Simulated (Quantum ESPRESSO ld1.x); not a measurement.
Input (ld1.x (Quantum ESPRESSO 7.5)):

```
 &input
    zed=53.0,
    iswitch=1,
    rel=1,
    lsd=1,
    dft='PZ',
    config='[Kr] 4d10 5s2 5p1',
    verbosity='high',
    prefix='ld1',
    max_out_wfc=37,
    file_charge='ld1.rho',
 /
```

Command: `OMP_NUM_THREADS=1 ld1.x < ld1.in > ld1.out`

Output (excerpt):

```
     Program LD1 v.7.5 starts

     --------------------------- All-electron run ----------------------------

     scalar relativistic calculation

     atomic number is 53.00
     dft =PZ   lsd =1 sic =0 latt =0  beta=0.20 tr2=1.0E-14
     Exchange-correlation= PZ
                           (   1   1   0   0   0   0   0)
     mesh =2073 r(mesh) = 100.05380 a.u. xmin = -8.00 dx = 0.00800
     1 Ry =  13.60569312 eV, c = 137.03599908

     n l     nl                  e(Ry)          e(Ha)          e(eV)
     1 0     1S 1( 1.00)   -2425.070877522   -1212.535438761 -32994.7701611
     2 0     2S 1( 1.00)    -377.603796028    -188.801898014  -5137.5613708
     2 1     2P 1( 3.00)    -339.452344221    -169.726172110  -4618.4844253
     3 0     3S 1( 1.00)     -78.854692340     -39.427346170  -1072.8727453
     3 1     3P 1( 3.00)     -66.489544455     -33.244772227   -904.6363377
     4 0     4S 1( 1.00)     -16.566185983      -8.283092992   -225.3944427
     4 1     4P 1( 3.00)     -12.678473466      -6.339236733   -172.4994192
     3 2     3D 1( 5.00)     -47.917138355     -23.958569178   -651.9458798
     4 2     4D 1( 5.00)      -6.999793796      -3.499896898    -95.2370463
     5 0     5S 1( 1.00)      -4.290442762      -2.145221381    -58.3744476
     5 1     5P 1( 1.00)      -3.344177093      -1.672088547    -45.4998473
     1 0     1S 2( 1.00)   -2425.067005933   -1212.533502967 -32994.7174854
     2 0     2S 2( 1.00)    -377.601690164    -188.800845082  -5137.5327191
     2 1     2P 2( 3.00)    -339.449223171    -169.724611585  -4618.4419613
     3 0     3S 2( 1.00)     -78.851239270     -39.425619635  -1072.8257639
     3 1     3P 2( 3.00)     -66.485781237     -33.242890618   -904.5851366
     4 0     4S 2( 1.00)     -16.558693150      -8.279346575   -225.2924975
     4 1     4P 2( 3.00)     -12.670027067      -6.335013534   -172.3845001
     3 2     3D 2( 5.00)     -47.913603965     -23.956801982   -651.8977920
     4 2     4D 2( 5.00)      -6.986310891      -3.493155445    -95.0536020
     5 0     5S 2( 1.00)      -4.226865342      -2.113432671    -57.5094327
     5 1     5P 2( 0.00)      -3.277169319      -1.638584660    -44.5881601

     final scf error:  3.8E-15 reached in  24 iterations

     Etot =  -14213.834216 Ry,   -7106.917108 Ha, -193389.066442 eV
     Total magnetization:    1.00 Bohr mag.

     Ekin =   14916.744671 Ry,    7458.372335 Ha,  202952.650385 eV
     Encl =  -34241.550518 Ry,  -17120.775259 Ha, -465880.028405 eV
     Eh   =    5458.523629 Ry,    2729.261815 Ha,   74266.997404 eV
     Exc  =    -347.551998 Ry,    -173.775999 Ha,   -4728.685826 eV
```

Run on one thread of a shared host, so times are rough (Intel(R) Xeon(R) Processor @ 2.60GHz): 0.71 s of CPU time, 0.75 s wall, 24 iterations on 2073 mesh points.
